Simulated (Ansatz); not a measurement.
```yaml
crystal:
  periodic: [false, false, false]
  atoms:
    - {symbol: C, position_ang: [-2.411821, 3.529118, 3.231764]}
    - {symbol: C, position_ang: [-3.599676, 2.275722, 0.832663]}
    - {symbol: Si, position_ang: [-1.432497, -0.123413, -1.639327]}
    - {symbol: N, position_ang: [1.575285, -1.536110, 0.178248]}
    - {symbol: C, position_ang: [4.043819, -2.759506, -1.269065]}
    - {symbol: H, position_ang: [-0.037589, 3.017967, 3.880354]}
    - {symbol: H, position_ang: [-3.506055, 4.971941, 4.723025]}
    - {symbol: H, position_ang: [-5.787363, 2.960625, 0.367346]}
    - {symbol: H, position_ang: [-0.453344, 1.412008, -4.313439]}
    - {symbol: H, position_ang: [-3.623645, -2.536991, -2.797772]}
    - {symbol: H, position_ang: [1.150000, -2.401850, 2.178871]}
    - {symbol: H, position_ang: [3.721683, -5.150527, -1.949283]}
    - {symbol: H, position_ang: [6.070873, -2.490991, -0.058940]}
    - {symbol: H, position_ang: [4.410625, -1.477531, -3.474583]}
basis:
  gaussian: {orbitals: def2-mTZVPP}
hamiltonian: {xc: {name: r2SCAN50}}
output: {forces: true}
```

```sh
$ ansatz run in.yaml --threads 4 --pin off --events-out ev --progress --plain --max-ram 10444MiB
```

Shortened log:

```
Functional definition: r2SCAN50
  name "r2SCAN50"
  cite "Bursch, Neugebauer, Ehlert & Grimme, J. Chem. Phys. 156, 134105 (2022) doi:10.1063/5.0086040"
  cite "Furness, Kaplan, Ning, Perdew & Sun, J. Phys. Chem. Lett. 11, 8208 (2020) doi:10.1021/acs.jpclett.0c02405"
  cite "Furness, Kaplan, Ning, Perdew & Sun, J. Phys. Chem. Lett. 11, 9248 (2020) doi:10.1021/acs.jpclett.0c03077"
  parent r2scan
  parameter a = 0.5
  parameter k0 = 0.174
  parameter k1 = 0.065
  parameter a1 = 4.9479
  exchange = (1 - a)*r2scan_x(k0 = k0, k1 = k1, a1 = a1) + a*exact_x
  correlation = r2scan_c
1411 factors; integrals over basis functions are off by at most 6.8e-4 eV
mean field evaluation 1: about -12503.6991 eV, gradient 9.6e1 eV
mean field evaluation 2: about -11845.1451 eV, gradient 2.3e2 eV
mean field evaluation 4: about -12362.4827 eV, gradient 1.9e2 eV
mean field evaluation 8: about -12550.8598 eV, gradient 7.0e0 eV
mean field evaluation 16: about -12552.7233 eV, gradient 6.7e-1 eV
mean field evaluation 32: about -12552.7591 eV, gradient 2.0e-5 eV
mean field -12552.75906090 eV, -461.3053869223 hartree, gradient 6.4e-6 eV, S^2 0.000000; 6 other end points of the search recorded, 0 dependent functions left out
the calculation of the forces begins
reference -12552.75907255 eV, -461.3053873505 hartree; 24, 24 occupied and 129, 129 virtual orbitals, 1411 factors
Total energy: -12552.75907255 eV, -461.3053873505 hartree
Atom 0 at    -2.411821     3.529118     3.231764 Å, force     0.365831     0.834730     1.457128 eV/Å
Atom 1 at    -3.599676     2.275722     0.832663 Å, force    -2.183903     1.027689    -0.059969 eV/Å
Atom 2 at    -1.432497    -0.123413    -1.639327 Å, force    -0.445454    -0.061626    -1.678988 eV/Å
Atom 3 at     1.575285    -1.536110     0.178248 Å, force    -0.580179    -1.320553     2.827950 eV/Å
Atom 4 at     4.043819    -2.759506    -1.269065 Å, force     2.049138    -0.602317    -0.818164 eV/Å
Atom 5 at    -0.037589     3.017967     3.880354 Å, force    -2.129736     0.522134    -0.473218 eV/Å
Atom 6 at    -3.506055     4.971941     4.723025 Å, force     1.383925    -1.719101    -1.709193 eV/Å
Atom 7 at    -5.787363     2.960625     0.367346 Å, force     2.801813    -0.861634     0.612464 eV/Å
Atom 8 at    -0.453344     1.412008    -4.313439 Å, force    -0.537892    -0.885952     1.492275 eV/Å
Atom 9 at    -3.623645    -2.536991    -2.797772 Å, force     0.967849     1.017970     0.476101 eV/Å
Atom 10 at     1.150000    -2.401850     2.178871 Å, force     0.632449     1.312819    -3.097869 eV/Å
Atom 11 at     3.721683    -5.150527    -1.949283 Å, force     0.286919     2.000570     0.662524 eV/Å
Atom 12 at     6.070873    -2.490991    -0.058940 Å, force    -2.310602    -0.358595    -1.373960 eV/Å
Atom 13 at     4.410625    -1.477531    -3.474583 Å, force    -0.300157    -0.906133     1.682918 eV/Å
Dipole moment:    -0.669306     0.512250     0.826833 e Å
```

Something in this input is off. What?

The geometry is stretched to more than twice its size. Self-consistency was reached. The result belongs to that input, not to the molecule as meant.
